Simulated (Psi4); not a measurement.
HO₂Si (SMILES O=[Si]=[OH+]), charge +1, singlet, geometry from GFN2-xTB, with bond 1-2 at 1.6 times its length; CAM-B3LYP/3-21G run with Psi4.

Input for Psi4:
```
memory 2 GB

molecule {
1 1
O     2.44853496    0.16482147    0.03932141
Si    0.08969194    0.00476254    0.00098272
O    -1.42269128   -0.09053858   -0.02097034
H    -2.38590764   -0.18076186   -0.04555055
}

set {
  basis 3-21g
  diis_max_vecs 3
}

energy('cam-b3lyp')
print_variables()
```

Question: Predict the main parts of the log of this Psi4 run.

Answer: 
```
   => Loading Basis Set <=

    Name: 3-21G
    Role: ORBITAL
    Keyword: BASIS

         ---------------------------------------------------------
                                   SCF
               by Justin Turney, Rob Parrish, Andy Simmonett
                          and Daniel G. A. Smith
                              RKS Reference
         ---------------------------------------------------------

  ==> Geometry <==

    Molecular point group: c1
    Full point group: C1

    Geometry (in Angstrom), charge = 1, multiplicity = 1:

       Center              X                  Y                   Z               Mass
    ------------   -----------------  -----------------  -----------------  -----------------
         O            2.177717035083     0.146138055165     0.034809524967    15.994914619570
         SI          -0.181125984917    -0.013920874835    -0.003529165033    27.976926534650
         O           -1.693509204917    -0.109221994835    -0.025482225033    15.994914619570
         H           -2.656725564917    -0.199445274835    -0.050062435033     1.007825032230

  Running in c1 symmetry.

  Rotational constants: A =  18099.94116  B =      0.12931  C =      0.12931 [cm^-1]
  Rotational constants: A = 542622584.87759  B =   3876.52832  C =   3876.50063 [MHz]
  Nuclear repulsion =   81.131572805677251

  Charge       = 1
  Multiplicity = 1
  Electrons    = 30
  Nalpha       = 15
  Nbeta        = 15

  ==> Algorithm <==

  SCF Algorithm Type is DF.
  DIIS enabled.
  MOM disabled.
  Fractional occupation disabled.
  Guess Type is SAD.
  Energy threshold   = 1.00e-06
  Density threshold  = 1.00e-06
  Integral threshold = 1.00e-12

  ==> Primary Basis <==

  Basis Set: 3-21G
    Blend: 3-21G
    Number of shells: 19
    Number of basis functions: 33
    Number of Cartesian functions: 33
    Spherical Harmonics?: false
    Max angular momentum: 1

  ==> DFT Potential <==

   => LibXC <=

    Version 7.1.2
    S. Lehtola, C. Steigemann, M. J. T. Oliveira, and M. A. L. Marques,  SoftwareX 7, 1–5 (2018) (10.1016/j.softx.2017.11.002)

   => Composite Functional: CAM-B3LYP <=

    CAM-B3LYP Hyb-GGA Exchange-Correlation Functional

    T. Yanai, D. P. Tew, and N. C. Handy,  Chem. Phys. Lett. 393, 51 (2004) (10.1016/j.cplett.2004.06.011)

    Deriv               =              1
    GGA                 =           TRUE
    Meta                =          FALSE

    Exchange Hybrid     =           TRUE
    MP2 Hybrid          =          FALSE

   => Exchange Functionals <=

    0.3500         Becke 88 [omega = 0.3300]
    0.4600   Short-range recipe for B88 functional - erf [omega = 0.3300]

   => Exact (HF) Exchange <=

    0.4600            HF,LR [omega = 0.3300]
    0.1900               HF

   => Correlation Functionals <=

    0.1900   Vosko, Wilk & Nusair (VWN5)
    0.8100   Lee, Yang & Parr

   => LibXC Density Thresholds  <==

    XC_HYB_GGA_XC_CAM_B3LYP:  1.00E-14

   => Molecular Quadrature <=

    Radial Scheme          =       TREUTLER
    Pruning Scheme         =           NONE
    Nuclear Scheme         =       TREUTLER

    Blocking Scheme        =         OCTREE
    BS radius alpha        =              1
    Pruning alpha          =              1
    Radial Points          =             75
    Spherical Points       =            302
    Total Points           =          86568
    Total Blocks           =            708
    Max Points             =            256
    Max Functions          =             32
    Weights Tolerance      =       1.00E-15

   => Loading Basis Set <=

    Name: (3-21G AUX)
    Role: JKFIT
    Keyword: DF_BASIS_SCF

  ==> Integral Setup <==

  SCF_SUBTYPE=INCORE selected. In-core MEM_DF algorithm will be used.
  Using in-core AOs.

  ==> MemDFJK: Density-Fitted J/K Matrices <==

    J tasked:                   Yes
    K tasked:                   Yes
    wK tasked:                  Yes
    Omega:                3.300E-01
    Algorithm:                 Core
[...]
    Fitting Condition:        1E-10

   => Auxiliary Basis Set <=

  Basis Set: (3-21G AUX)
    Blend: DEF2-UNIVERSAL-JKFIT
    Number of shells: 94
    Number of basis functions: 361
    Number of Cartesian functions: 361
    Spherical Harmonics?: false
    Max angular momentum: 4

  Minimum eigenvalue in the overlap matrix is 9.0395597180E-02.
  Reciprocal condition number of the overlap matrix is 2.8244838627E-02.
    Using symmetric orthogonalization.

  ==> Pre-Iterations <==

  SCF Guess: Superposition of Atomic Densities via on-the-fly atomic UHF (no occupation information).

   -------------------------
    Irrep   Nso     Nmo
   -------------------------
     A         33      33
   -------------------------
    Total      33      33
   -------------------------

  ==> Iterations <==

                           Total Energy        Delta E     RMS |[F,P]|

   @DF-RKS iter SAD:  -437.01385356774563   -4.37014e+02   0.00000e+00
   @DF-RKS iter   1:  -437.14923949701870   -1.35386e-01   2.60478e-02 DIIS/ADIIS
   @DF-RKS iter   2:  -431.56492462281722    5.58431e+00   5.78310e-02 DIIS/ADIIS
   @DF-RKS iter   3:  -437.42069410415422   -5.85577e+00   2.01045e-02 DIIS/ADIIS
   @DF-RKS iter   4:  -437.57393793564972   -1.53244e-01   8.99189e-03 DIIS/ADIIS
   @DF-RKS iter   5:  -437.61380658553020   -3.98686e-02   2.26169e-03 DIIS/ADIIS
   @DF-RKS iter   6:  -437.61912784120068   -5.32126e-03   6.53894e-04 DIIS/ADIIS
   @DF-RKS iter   7:  -437.61941716919512   -2.89328e-04   1.65141e-04 DIIS/ADIIS
   @DF-RKS iter   8:  -437.61948630932119   -6.91401e-05   1.18704e-04 DIIS/ADIIS
   @DF-RKS iter   9:  -437.61950715107565   -2.08418e-05   4.40673e-05 DIIS
   @DF-RKS iter  10:  -437.61951846540700   -1.13143e-05   1.15558e-05 DIIS
   @DF-RKS iter  11:  -437.61951859517063   -1.29764e-07   5.00645e-06 DIIS
   @DF-RKS iter  12:  -437.61951859978376   -4.61313e-09   3.31865e-06 DIIS
   @DF-RKS iter  13:  -437.61951860470174   -4.91798e-09   4.31766e-07 DIIS
  Energy and wave function converged.

  ==> Post-Iterations <==

   Electrons on quadrature grid:
      Ntotal   =   30.0000055288 ; deviation = 5.529e-06

    Orbital Energies [Eh]
    ---------------------

    Doubly Occupied:

[...]
    Virtual:

[...]
    Final Occupation by Irrep:
              A
    DOCC [    15 ]
    NA   [    15 ]
    NB   [    15 ]

  @DF-RKS Final Energy:  -437.61951860470174

   => Energetics <=

    Nuclear Repulsion Energy =             81.1315728056772514
    One-Electron Energy =                -758.5563676996542881
    Two-Electron Energy =                 268.3146857482532823
    DFT Exchange-Correlation Energy =     -28.5094094589779878
    Empirical Dispersion Energy =           0.0000000000000000
    VV10 Nonlocal Energy =                  0.0000000000000000
    Total Energy =                       -437.6195186047017387

Computation Completed

Properties will be evaluated at   0.000000,   0.000000,   0.000000 [a0]

Properties computed using the SCF density matrix

 Multipole Moments:

 ------------------------------------------------------------------------------------
     Multipole            Electronic (a.u.)      Nuclear  (a.u.)        Total (a.u.)
 ------------------------------------------------------------------------------------

 L = 1.  Multiply by 2.5417464519 to convert [e a0] to [Debye]
 Dipole X            :          0.4785667           -2.4922213           -2.0136546
 Dipole Y            :          0.0197946           -0.1871000           -0.1673054
 Dipole Z            :          0.0032274           -0.0469641           -0.0437368
 Magnitude           :                                                    2.0210663

 ------------------------------------------------------------------------------------

  Variable Map:
  ----------------------------------------------------------------------------
[...]
  Array Variable Map:
  ----------------------------------------------------------------------------
[...]
[...]
```
